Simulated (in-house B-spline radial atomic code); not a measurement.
Spin-orbit splittings of orbital energies (j = l + 1/2 less j = l - 1/2) and ratios of mean radii (lower j over upper j) along the 16-electron series, configuration [Ne] 3s2 3p4. Computed with an all-electron radial atomic-structure program (B-spline basis): Dirac-Hartree-Fock, average of the configuration, finite nuclei.

```json
{"ion": "Sr22+", "Z": "38", "splitting of 3p (eV)": "15.218", "radius ratio of 3p": "0.98511", "splitting of 2p (eV)": "70.155", "radius ratio of 2p": "0.97356"}
{"ion": "Zr24+", "Z": "40", "splitting of 3p (eV)": "?", "radius ratio of 3p": "?", "splitting of 2p (eV)": "?", "radius ratio of 2p": "?"}
{"ion": "Nb25+", "Z": "41", "splitting of 3p (eV)": "21.984", "radius ratio of 3p": "0.98263", "splitting of 2p (eV)": "98.306", "radius ratio of 2p": "0.96912"}
{"ion": "Mo26+", "Z": "42", "splitting of 3p (eV)": "?", "radius ratio of 3p": "?", "splitting of 2p (eV)": "?", "radius ratio of 2p": "?"}
{"ion": "Tc27+", "Z": "43", "splitting of 3p (eV)": "27.626", "radius ratio of 3p": "0.98086", "splitting of 2p (eV)": "121.42", "radius ratio of 2p": "0.96594"}
{"ion": "Ru28+", "Z": "44", "splitting of 3p (eV)": "30.831", "radius ratio of 3p": "0.97993", "splitting of 2p (eV)": "134.45", "radius ratio of 2p": "0.96429"}
{"ion": "Rh29+", "Z": "45", "splitting of 3p (eV)": "34.315", "radius ratio of 3p": "0.97898", "splitting of 2p (eV)": "148.53", "radius ratio of 2p": "0.96259"}
{"ion": "Pd30+", "Z": "46", "splitting of 3p (eV)": "?", "radius ratio of 3p": "?", "splitting of 2p (eV)": "?", "radius ratio of 2p": "?"}
{"ion": "Ag31+", "Z": "47", "splitting of 3p (eV)": "42.183", "radius ratio of 3p": "0.977", "splitting of 2p (eV)": "180.11", "radius ratio of 2p": "0.95907"}
{"ion": "Cd32+", "Z": "48", "splitting of 3p (eV)": "46.603", "radius ratio of 3p": "0.97597", "splitting of 2p (eV)": "197.73", "radius ratio of 2p": "0.95723"}
{"ion": "In33+", "Z": "49", "splitting of 3p (eV)": "51.373", "radius ratio of 3p": "0.97491", "splitting of 2p (eV)": "216.67", "radius ratio of 2p": "0.95536"}
{"ion": "Sn34+", "Z": "50", "splitting of 3p (eV)": "56.513", "radius ratio of 3p": "0.97382", "splitting of 2p (eV)": "236.99", "radius ratio of 2p": "0.95343"}
```

Q: Fill in the row of Zr24+.

A: splitting of 3p (eV): 19.517; radius ratio of 3p: 0.98349; splitting of 2p (eV): 88.104; radius ratio of 2p: 0.97064.

Q: Fill in the row of Mo26+.

A: splitting of 3p (eV): 24.682; radius ratio of 3p: 0.98176; splitting of 2p (eV): 109.39; radius ratio of 2p: 0.96755.

Q: Fill in the row of Pd30+.

A: splitting of 3p (eV): 38.092; radius ratio of 3p: 0.978; splitting of 2p (eV): 163.73; radius ratio of 2p: 0.96085.

Q: With what power of Z does the column «splitting of 3p (eV)» change over this range?

A: A fit of the logarithm of its size against log Z from Z = 38 to 50 has slope 4.78. An unscreened hydrogenic electron would give 4 at low Z; screening makes the apparent power larger near the neutral end, and relativity raises it again at high Z.
